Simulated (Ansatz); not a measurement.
Consider the ligand exchange at the Hf–Se bond: `C[Se][Hf]([Cl])([Cl])[Cl]` + `CCNC` → `CC[N](C)[Hf]([Cl])([Cl])[Cl]` + `C[SeH]`.

Gas-phase electronic energies from Ansatz, PBE0-D4/def2-TZVP geometries. CCSD(T)/CBS is the MP2 limit (def2-TZVPP, def2-QZVPP) plus CCSD(T) − MP2 in def2-TZVPP, frozen cores. Elements past krypton have def2 core potentials. For Hf, Se outer-core shells are correlated without core-valence functions, which leaves a few kJ/mol of doubt a bond. Scalar relativity is left out up to krypton. One conformer a species, not always the lowest.

```csv
species,HF/CBS(def2) energy (Eh)
`C[Se][Hf]([Cl])([Cl])[Cl]`,-3865.90116
`CCNC`,-173.35862
`CC[N](C)[Hf]([Cl])([Cl])[Cl]`,-1599.14641
`C[SeH]`,-2440.10737
```

Work out ΔE.

ΔE = (-1599.14641) + (-2440.10737) − (-3865.90116) − (-173.35862) = 0.00600 Eh = +3.8 kcal/mol. CCSD(T)/CBS gives +3.2 kcal/mol.

Largest T1 diagnostic among the species: 0.013.

In def2-TZVPP, CCSD(T) changes the Hartree–Fock value by −2.1 kcal/mol (the triples alone add +0.2 kcal/mol) and MP2 by −1.3 kcal/mol. Leaving LDA and LC-ωPBE aside and taking each functional with its dispersion term where it has one, the values, not all of them listed here, spread over 2.9 kcal/mol, from CAM-B3LYP-D4 to PBE-QIDH. LDA lies −1.1 kcal/mol from PBE without D4.
